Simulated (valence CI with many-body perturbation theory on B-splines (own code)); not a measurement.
Hyperfine factors and g values of Pb LXXVI

Computed by configuration interaction combined with many-body perturbation theory (CI+MBPT): five valence electrons over a frozen Dirac-Fock core [He], a basis of 11 s, 11 p, 10 d, 8 f, 5 g, 2 h functions for each j, with the one-electron correlation potential Σ1 (screened to all orders), the two-electron term Σ2, the three-electron term Σ3, Breit, model QED; selected single and double excitations, second order for the rest, scaled by the run's own slope (own B-spline code, finite nucleus).

No measured spectrum was set against this ion. As an estimate, large intervals hold to a few tenths of a per cent, small ones and those within an open d or f shell to about a per cent. Among the levels kept, up to 7700 cm⁻¹ of a level comes from second order outside the variational space, and about a tenth of that is noise between levels of different J, which matters for small intervals.

A/g_I is the dipole constant over the nuclear g factor μ/I (μ in nuclear magnetons, uniformly magnetised nucleus), B/Q the quadrupole constant per barn. Both hold the static response of the core; the bare values leave it out. Large factors of s and p1/2 electrons are usually good to 5 to 10 %; those of open d and f shells near neutrality can be off by tens of per cent, and small factors of p3/2, d and f electrons come from cancelling terms and can be off by a factor of two or in sign, in half-filled shells by more. B is blank for J = 1/2, where it vanishes, and for nearly pure S terms. Energies count from the lowest level.

Levels are named by their leading jj configuration (3d3/2^4 stands for four electrons in 3d with j = 3/2), which in mixed levels can hold well under half, so a name can repeat and another be missing. Letters in brackets count levels of one name in rising energy.

```tsv
Level	E (× 10³ cm⁻¹)	g	A/g_I (MHz)	A/g_I bare	B/Q (MHz/b)	B/Q bare
(2s^2 2p1/2^2 2p3/2) J=3/2	0.00	1.299	1150000	1180000	2300000	2300000
(2s^2 2p1/2 2p3/2^2) J=3/2	18175	1.426	-1100000	-1060000	91900	92000
(2s^2 2p1/2 2p3/2^2) J=5/2	18359	1.152	3440000	3450000	-5770	-5780
(2s^2 2p1/2 2p3/2^2) J=1/2	18869	0.602	1.25e+07	1.25e+07		
(2s 2p1/2^2 2p3/2^2) J=5/2	21481	1.429	8370000	8320000	218000	218000
(2s 2p1/2^2 2p3/2^2) J=1/2	22474	1.969	3.73e+07	3.69e+07		
(2s 2p1/2^2 2p3/2^2) J=3/2	22483	1.160	-6090000	-5970000	-185000	-185000
(2s^2 2p3/2^3) J=3/2	37094	1.280	1180000	1200000	-2400000	-2400000
(2s 2p1/2 2p3/2^3) J=3/2 [a]	39922	1.582	8470000	8410000	-1830000	-1830000
(2s 2p1/2 2p3/2^3) J=5/2	40270	1.274	1.07e+07	1.06e+07	-2560000	-2570000
(2s 2p1/2 2p3/2^3) J=1/2	40910	1.327	-1.47e+07	-1.45e+07		
(2s 2p1/2 2p3/2^3) J=3/2 [b]	40962	0.991	155000	215000	-803000	-804000
(2p1/2^2 2p3/2^3) J=3/2	44608	1.290	1110000	1160000	-2330000	-2340000
(2s 2p3/2^4) J=1/2	59267	1.888	3.75e+07	3.72e+07		
(2p1/2 2p3/2^4) J=1/2	63067	0.602	1.26e+07	1.25e+07		
(2s^2 2p1/2^2 3s) J=1/2	87194	1.982	1.07e+07	1.07e+07		
(2s^2 2p1/2^2 3p1/2) J=1/2	88199	0.639	3740000	3720000		
(2s^2 2p1/2^2 3p3/2) J=3/2	93692	1.316	342000	351000	707000	708000
(2s^2 2p1/2^2 3d3/2) J=3/2	94512	0.779	199000	199000	127000	127000
(2s^2 2p1/2^2 3d5/2) J=5/2	95955	1.183	70100	70100	127000	128000
(2s^2 2p1/2 2p3/2 3s) J=3/2 [a]	105540	1.645	2030000	2040000	1490000	1500000
(2s^2 2p1/2 2p3/2 3s) J=1/2	105640	1.286	-5830000	-5750000		
(2s^2 2p1/2 2p3/2 3s) J=5/2	105700	1.293	5380000	5370000	2270000	2270000
(2s^2 2p1/2 2p3/2 3s) J=3/2 [b]	105770	0.938	3120000	3150000	1320000	1320000
(2s^2 2p1/2 2p3/2 3p1/2) J=1/2	106530	1.725	-3480000	-3430000		
(2s^2 2p1/2 2p3/2 3p1/2) J=3/2 [a]	106580	1.115	2440000	2450000	465000	466000
(2s^2 2p1/2 2p3/2 3p1/2) J=5/2	106680	1.029	3970000	3980000	2250000	2260000
(2s^2 2p1/2 2p3/2 3p1/2) J=3/2 [b]	107100	1.291	1790000	1810000	2300000	2300000
(2s 2p1/2^2 2p3/2 3s) J=5/2	108470	1.573	1.03e+07	1.02e+07	2320000	2320000
(2s 2p1/2^2 2p3/2 3s) J=3/2 [a]	108740	1.405	1.15e+07	1.15e+07	1250000	1260000
(2s 2p1/2^2 2p3/2 3s) J=1/2	109370	0.822	-1.41e+07	-1.39e+07		
(2s 2p1/2^2 2p3/2 3s) J=3/2 [b]	109460	1.364	-3150000	-3070000	1670000	1670000
(2s 2p1/2^2 2p3/2 3p1/2) J=3/2 [a]	109570	1.638	1.16e+07	1.15e+07	1600000	1600000
(2s 2p1/2^2 2p3/2 3p1/2) J=5/2	109570	1.309	8910000	8860000	2280000	2280000
(2s 2p1/2^2 2p3/2 3p1/2) J=1/2	110370	1.258	-1.18e+07	-1.16e+07		
(2s 2p1/2^2 2p3/2 3p1/2) J=3/2 [b]	110380	0.955	-4100000	-4010000	1290000	1300000
(2s^2 2p1/2 2p3/2 3p3/2) J=5/2 [a]	111940	1.400	-851000	-827000	2460000	2460000
(2s^2 2p1/2 2p3/2 3p3/2) J=1/2 [a]	111980	1.548	-3240000	-3210000		
(2s^2 2p1/2 2p3/2 3p3/2) J=3/2 [a]	112020	1.106	4090000	4090000	-1460000	-1460000
(2s^2 2p1/2 2p3/2 3p3/2) J=7/2	112070	1.205	2450000	2460000	2990000	3000000
```

Question: Take the isotope of mass number 207, with I = 1/2, μ = 0.5906 μN. What is the hyperfine structure of (2s^2 2p3/2^3) J=3/2?

Answer: From the table A = 1400000 MHz. Shifts from the centre of gravity in MHz: F = 1: -1750000, F = 2: 1050000.
